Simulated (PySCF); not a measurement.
C₃H₉O₄Si (SMILES CO[Si]([O])(OC)OC), doublet, geometry from GFN2-xTB; B3LYP5/STO-3G (PySCF).

PySCF was given this input:
```python
from pyscf import gto, scf, dft

mol = gto.Mole()
mol.atom = '''
    C    -0.386007    2.634943    0.081221
    O    -0.779076    1.321784    0.263346
    Si    0.023088   -0.020337   -0.267336
    O     0.156739   -0.138067   -1.814904
    O    -0.785544   -1.263041    0.459425
    C    -2.108917   -1.608061    0.255208
    O     1.454367    0.038376    0.553864
    C     2.414377   -0.955930    0.596239
    H    -0.401212    2.889458   -0.985135
    H    -1.096035    3.279920    0.604519
    H     0.628935    2.799455    0.451781
    H    -2.771442   -0.756312    0.428618
    H    -2.256388   -1.945395   -0.777546
    H    -2.355574   -2.431172    0.930207
    H     1.986421   -1.905651    0.926952
    H     3.209029   -0.635067    1.274141
    H     2.844433   -1.108638   -0.400684
'''
mol.basis = 'sto-3g'
mol.charge = 0
mol.spin = 1
mol.verbose = 4
mol.build()

mf = dft.UKS(mol)
mf.xc = 'b3lyp5'
mf.kernel()
```

Output, abridged:

```
PySCF version 2.14.0

[INPUT] verbose = 4
[INPUT] num. atoms = 17
[INPUT] num. electrons = 73
[INPUT] charge = 0
[INPUT] spin (= nelec alpha-beta = 2S) = 1
[INPUT] symmetry False subgroup None
[INPUT] Mole.unit = angstrom
[INPUT] Symbol           X                Y                Z      unit          X                Y                Z       unit  Magmom
[INPUT]  1 C     -0.386007000000   2.634943000000   0.081221000000 AA   -0.729447512165   4.979320623840   0.153485445563 Bohr   0.0
[INPUT]  2 O     -0.779076000000   1.321784000000   0.263346000000 AA   -1.472240270222   2.497809755832   0.497651816000 Bohr   0.0
[INPUT]  3 Si     0.023088000000  -0.020337000000  -0.267336000000 AA    0.043629996764  -0.038431360195  -0.505191823237 Bohr   0.0
[INPUT]  4 O      0.156739000000  -0.138067000000  -1.814904000000 AA    0.296193783038  -0.260908816840  -3.429671502378 Bohr   0.0
[INPUT]  5 O     -0.785544000000  -1.263041000000   0.459425000000 AA   -1.484463018795  -2.386801574097   0.868187424778 Bohr   0.0
[INPUT]  6 C     -2.108917000000  -1.608061000000   0.255208000000 AA   -3.985275549439  -3.038794881594   0.482273224798 Bohr   0.0
[INPUT]  7 O      1.454367000000   0.038376000000   0.553864000000 AA    2.748355314605   0.072520129756   1.046651270256 Bohr   0.0
[INPUT]  8 C      2.414377000000  -0.955930000000   0.596239000000 AA    4.562511291449  -1.806445894255   1.126728414785 Bohr   0.0
[INPUT]  9 H     -0.401212000000   2.889458000000  -0.985135000000 AA   -0.758180797889   5.460284268434  -1.861635345723 Bohr   0.0
[INPUT] 10 H     -1.096035000000   3.279920000000   0.604519000000 AA   -2.071205972938   6.198150510483   1.142375347096 Bohr   0.0
[INPUT] 11 H      0.628935000000   2.799455000000   0.451781000000 AA    1.188514900153   5.290203248044   0.853742358282 Bohr   0.0
[INPUT] 12 H     -2.771442000000  -0.756312000000   0.428618000000 AA   -5.237266350117  -1.429222544722   0.809970632059 Bohr   0.0
[INPUT] 13 H     -2.256388000000  -1.945395000000  -0.777546000000 AA   -4.263955350755  -3.676263754098  -1.469348989251 Bohr   0.0
[INPUT] 14 H     -2.355574000000  -2.431172000000   0.930207000000 AA   -4.451389726146  -4.594249241711   1.757836469153 Bohr   0.0
[INPUT] 15 H      1.986421000000  -1.905651000000   0.926952000000 AA    3.753791658085  -3.601158479004   1.751685410618 Bohr   0.0
[INPUT] 16 H      3.209029000000  -0.635067000000   1.274141000000 AA    6.064185935787  -1.200102700749   2.407777534079 Bohr   0.0
[INPUT] 17 H      2.844433000000  -1.108638000000  -0.400684000000 AA    5.375199349675  -2.095022191286  -0.757183022495 Bohr   0.0

nuclear repulsion = 517.294682444583
number of shells = 35
number of NR pGTOs = 159
number of NR cGTOs = 53
basis = sto-3g
ecp = {}

******** <class 'pyscf.dft.uks.UKS'> ********
method = UKS
initial guess = minao
damping factor = 0
level_shift factor = 0
DIIS = <class 'pyscf.scf.diis.CDIIS'>
diis_start_cycle = 1
diis_space = 8
diis_damp = 0
SCF conv_tol = 1e-09
SCF conv_tol_grad = None
SCF max_cycles = 50
direct_scf = True
direct_scf_tol = 1e-13
number electrons alpha = 37  beta = 36
XC library pyscf.dft.libxc version 7.1.2
    S. Lehtola, C. Steigemann, M. J. T. Oliveira, and M. A. L. Marques,  SoftwareX 7, 1–5 (2018)
XC functionals = b3lyp5
    P. A. M. Dirac,  Math. Proc. Cambridge Philos. Soc. 26, 376 (1930)
    F. Bloch,  Z. Phys. 57, 545 (1929)
    A. D. Becke,  Phys. Rev. A 38, 3098 (1988)
    C. Lee, W. Yang, and R. G. Parr,  Phys. Rev. B 37, 785 (1988)
    B. Miehlich, A. Savin, H. Stoll, and H. Preuss,  Chem. Phys. Lett. 157, 200 (1989)
    S. H. Vosko, L. Wilk, and M. Nusair,  Can. J. Phys. 58, 1200 (1980)
radial grids:
    Treutler-Ahlrichs [JCP 102, 346 (1995); DOI:10.1063/1.469408] (M4) radial grids

becke partition: Becke, JCP 88, 2547 (1988); DOI:10.1063/1.454033
pruning grids: <function nwchem_prune>
grids dens level: 3
symmetrized grids: False
atomic radii adjust function: <function treutler_atomic_radii_adjust>
small_rho_cutoff = 0
Set gradient conv threshold to 3.16228e-05
tot grids = 206136
init E= -701.933051903379

cycle= 1 E= -700.289568758019  delta_E= 1.64  |g|= 0.702  |ddm|= 3.67
cycle= 2 E= -697.414969445394  delta_E= 2.87  |g|= 2.22  |ddm|=  4.2
cycle= 3 E= -700.710653269037  delta_E= -3.3  |g|= 0.416  |ddm|= 3.39
cycle= 4 E= -700.752996394713  delta_E= -0.0423  |g|= 0.347  |ddm|= 0.91
cycle= 5 E= -700.822471255812  delta_E= -0.0695  |g|= 0.148  |ddm|= 0.338
cycle= 6 E= -700.837970497884  delta_E= -0.0155  |g|= 0.0483  |ddm|= 0.238
cycle= 7 E= -700.839563821686  delta_E= -0.00159  |g|= 0.0117  |ddm|= 0.0805
cycle= 8 E= -700.839726045615  delta_E= -0.000162  |g|= 0.00348  |ddm|= 0.0332
cycle= 9 E= -700.839755639962  delta_E= -2.96e-05  |g|= 0.00204  |ddm|= 0.0152
cycle= 10 E= -700.839774915489  delta_E= -1.93e-05  |g|= 0.00121  |ddm|= 0.0172
cycle= 11 E= -700.839779668543  delta_E= -4.75e-06  |g|= 0.000408  |ddm|= 0.00874
cycle= 12 E= -700.839780639252  delta_E= -9.71e-07  |g|= 0.000155  |ddm|= 0.00552
cycle= 13 E= -700.839780682813  delta_E= -4.36e-08  |g|= 5.41e-05  |ddm|= 0.000759
cycle= 14 E= -700.839780689018  delta_E= -6.2e-09  |g|= 9.85e-06  |ddm|= 0.000388
cycle= 15 E= -700.839780689297  delta_E= -2.79e-10  |g|= 5.98e-06  |ddm|= 7.46e-05
Extra cycle  E= -700.8397806894  delta_E= -1.02e-10  |g|= 6.81e-06  |ddm|= 3.47e-05
converged SCF energy = -700.8397806894  <S^2> = 0.75273726  2S+1 = 2.0027354
```
